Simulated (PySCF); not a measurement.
**Calculated NMR data**

Equivalent nuclei averaged, no relativistic terms, in vacuum, one computed conformer. Shielding tensors at PBE0/pcSseg-1 (GIAO); geometry from GFN2-xTB; PySCF 2.14.0 with density-fitted response routines.

Chemical shifts δ = σref − σ; ¹H and ¹³C against TMS, all at this level. Splittings of carbon signals by F and P are missing where no couplings were computed. Where no couplings were computed, multiplicities follow the n + 1 count of equivalent neighbours, and m marks all less simple cases (inequivalent or close neighbours, rings, F or P nearby). Shifts are as computed. Against solution values, carbons near 30 ppm lie about +3 ppm off and those near 130 ppm about +5 ppm. Of 1309 compounds with measured shifts, 239 miss one by over three times the rms of a fit or turn the order of signals round; such compounds aren't used in these exercises.

Compound 1 (C$_{5}$H$_{5}$F$_{3}$). ¹H NMR (600 MHz, computed): δ 6.26 (m, 1H), 5.35 (m, 2H), 2.91 (m, 2H). ¹³C{¹H} NMR (computed): δ 122.2, 91.4, 86.3, 73.5, 29.2. Structure: SMILES FCC#CCC(F)F.

Compound 2 (C$_{5}$H$_{10}$F$_{2}$Si). ¹H NMR (600 MHz, computed): δ 5.37 (m, 2H), 5.16 (m, 2H), 4.34 (s, 3H), 1.81 (s, 3H). ¹³C{¹H} NMR (computed): δ 150.9 (C), 141.3 (C), 88.4 (CH2), 87.1 (CH2), 17.4 (CH3). Structure: SMILES C/C(CF)=C(/[SiH3])CF.

Compound 3 (C$_{8}$H$_{12}$Si). ¹H NMR (600 MHz, computed): δ 5.17 (s, 2H), 4.59 (q, 2H), 2.18 (m, 2H), 1.25 (t, 3H), 0.29 (t, 3H). ¹³C{¹H} NMR (computed): δ 229.5, 109.3, 101.4, 96.4, 79.6, 33.6, 16.7, -4.8. Structure: `InChI=1S/C8H12Si/c1-4-8(5-2)6-7-9-3/h1,5,9H2,2-3H3`.
